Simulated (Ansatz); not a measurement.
Ansatz (an electronic-structure program) input:

Ansatz 0.2 input:
```yaml
crystal:
  periodic: [false, false, false]
  atoms:
    - {symbol: C, position_ang: [1.39029172, 0.60540425, -0.99050038]}
    - {symbol: Si, position_ang: [-0.07665276, -0.11884377, -0.03444433]}
    - {symbol: O, position_ang: [-0.77155695, -1.40943049, -0.56885293]}
    - {symbol: O, position_ang: [-1.12664399, 1.21745901, 0.07024429]}
    - {symbol: O, position_ang: [0.57383275, -0.30194342, 1.52840228]}
    - {symbol: H, position_ang: [1.09233027, 0.87291274, -2.00794995]}
    - {symbol: H, position_ang: [1.77634366, 1.50590952, -0.50237936]}
    - {symbol: H, position_ang: [2.20490130, -0.12118678, -1.05392083]}
    - {symbol: H, position_ang: [-2.01083176, 0.87865130, -0.09959596]}
    - {symbol: H, position_ang: [0.26359042, -1.15358031, 1.85071996]}
basis:
  gaussian:
    orbitals: 6-31G*
hamiltonian:
  xc: {name: PBE0}
total_charge: -1
```

Q: Predict the final energy.

A: -556.00879 Eh (PBE0/6-31G*).

It need not be the lowest isomer of its formula. Whether it binds its extra electron was not tested at this geometry.
